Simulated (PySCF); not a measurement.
Match the calculated data to a structure.

All candidates are C6H7NO2.

| technique | computed result |
| --- | --- |
| Rotational structure | rotational constants A, B, C: 1.781, 1.613, 1.162 GHz [GFN2-xTB] |
| 13C NMR | chemical shifts (computed TMS as zero) by class: 200.6 (2 C), 119.4 (1 C), 60.0 (1 C), 31.6 (2 C) ppm [GIAO PBE0/pcSseg-1] |
| UV, first state | lowest singlet excitation: 4.28 eV (290 nm, f = 0.008) [TDDFT PBE0/def2-SVPD] |
| Polarisability | 78.6 au [PBE0/def2-SVPD] |
| UV, strongest line | among the 6 lowest singlet transitions: S4 at 6.27 eV (198 nm, f = 0.072) [TDDFT PBE0/def2-SVPD] |
| Dipole | 2.84 D [PBE0/def2-SVPD] |

Gas-phase values; electronic properties from PySCF, density fitting. Levels stand in brackets. One conformer (not necessarily the lowest) at the GFN2-xTB geometry, without solvent, vibrations or thermal averaging. Each NMR value is the plain mean over a class of atoms that symmetry, rotation or inversion makes alike.

Question: Which candidate is it?
A. `CC(=O)C(C#N)C(C)=O`
B. `NC(=O)[C@@H]1C=CC(=O)C1`
C. `C=C1C[C@@]1(C=O)C(N)=O`
D. `CC/C(=C/C#N)C(=O)O`

Answer: A. It is `CC(=O)C(C#N)C(C)=O`. Numbering: `[CH3:1][C:2](=[O:3])[CH:4]([C:5]#[N:6])[C:7]([CH3:8])=[O:9]`. Its formula, C6H7NO2, gives 4 degrees of unsaturation: 0 rings and 4 π bonds in the structure found. 6 carbons fall into 4 classes; from least to most shielded: ketone carbonyl carbon [C2/C7] (200.6 ppm, 2 C), nitrile carbon [C5] (119.4 ppm), sp3 carbon next to a carbonyl [C4] (60.0 ppm), methyl carbon next to a carbonyl [C1/C8] (31.6 ppm, 2 C, up to 7.0 ppm apart in this geometry). S1 is mainly HOMO→LUMO (weight 0.82); the largest Löwdin shares of the orbital it empties are 0.39 on a ketone oxygen, 0.15 on a ketone oxygen, 0.12 on the sp3 carbon next to a carbonyl and 0.08 on a ketone carbonyl carbon, of the orbital it fills 0.24 on a ketone carbonyl carbon, 0.23 on a ketone oxygen, 0.16 on a ketone oxygen and 0.16 on a ketone carbonyl carbon. The optimised geometry has point group C1 and is an asymmetric top.

The others, at the same levels:
- `C=C1C[C@@]1(C=O)C(N)=O` fails: it has 6 carbon classes against 4; its computed 13C shifts are 203.4 (1 C), 167.9 (1 C), 141.2 (1 C), 111.3 (1 C), 43.4 (1 C), 18.5 (1 C) ppm, lowest singlet excitation is 4.45 eV (278 nm, f = 0.002) (against 4.28 eV) and strongest line among the 6 lowest singlet transitions is S5 at 6.06 eV (205 nm, f = 0.024) (against S4 at 6.27 eV).
- `CC/C(=C/C#N)C(=O)O` fails: it has 6 carbon classes against 4; its computed 13C shifts are 170.2 (1 C), 164.2 (1 C), 120.9 (1 C), 112.6 (1 C), 32.3 (1 C), 17.1 (1 C) ppm, rotational constant A is 2.499 GHz (against 1.781 GHz) and smallest rotational constant is 0.928 GHz (against 1.162 GHz).
- `NC(=O)[C@@H]1C=CC(=O)C1` fails: it has 6 carbon classes against 4; its computed 13C shifts are 210.2 (1 C), 169.8 (1 C), 168.3 (1 C), 142.6 (1 C), 51.5 (1 C), 37.5 (1 C) ppm, lowest singlet excitation is 3.74 eV (331 nm, f = 0.000) (against 4.28 eV) and static isotropic polarisability is 81.4 au (against 78.6 au).

Each candidate is one conformer, not necessarily the lowest. Dipoles, sizes and rotational constants follow the conformer. The torsions of the flexible species, by atom-mapped SMILES:
- `[CH3:1][C:2](=[O:3])[CH:4]([C:5]#[N:6])[C:7]([CH3:8])=[O:9]`: C1–C2–C4–C5 128°, C2–C4–C7–C8 -80°
- `[CH2:1]=[C:2]1[CH2:3][C@@:4]1([CH:5]=[O:6])[C:7]([NH2:8])=[O:9]`: C3–C4–C5–O6 164°, C3–C4–C7–N8 -175°, H–N8–C7–C4 13°, H–N8–C7–C4 176°
- `[CH3:1][CH2:2]/[C:3](=[CH:4]/[C:5]#[N:6])[C:7](=[O:8])[OH:9]`: C1–C2–C3–C4 105°, C2–C3–C7–O8 -25°, H–O9–C7–C3 178°
- `[NH2:1][C:2](=[O:3])[C@@H:4]1[CH:5]=[CH:6][C:7](=[O:8])[CH2:9]1`: N1–C2–C4–C5 -72°, H–N1–C2–O3 -1°, H–N1–C2–O3 179°
